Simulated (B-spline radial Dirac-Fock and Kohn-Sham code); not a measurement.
Relativistic shifts of the levels of Bi⁷¹⁺

System: the Bi⁷¹⁺ ion in the configuration [Ne] 3s2.

Both columns are ΔSCF binding energies of the configuration average from a radial B-spline solver: non-relativistic Hartree-Fock with a point nucleus, and Dirac-Fock with a finite nucleus and the Coulomb interaction alone, averaged over the two j levels with weights 2j+1.

```
shell  Hartree-Fock (eV)  Dirac-Fock (eV)  shift (eV)  shift (%)
   1s            88001.8          97734.4    +9732.57     +11.06
   2s            19952.0          22764.2    +2812.25     +14.10
   2p            19498.5          20565.4    +1066.89      +5.47
   3s             8395.4           9288.5     +893.12     +10.64
```

Relativity binds 1s, 2s, 2p, 3s more strongly, among those listed most of all 2s in relative terms.

Values without a named source are computed, but for edge energies of neutral atoms, which are taken from tables.
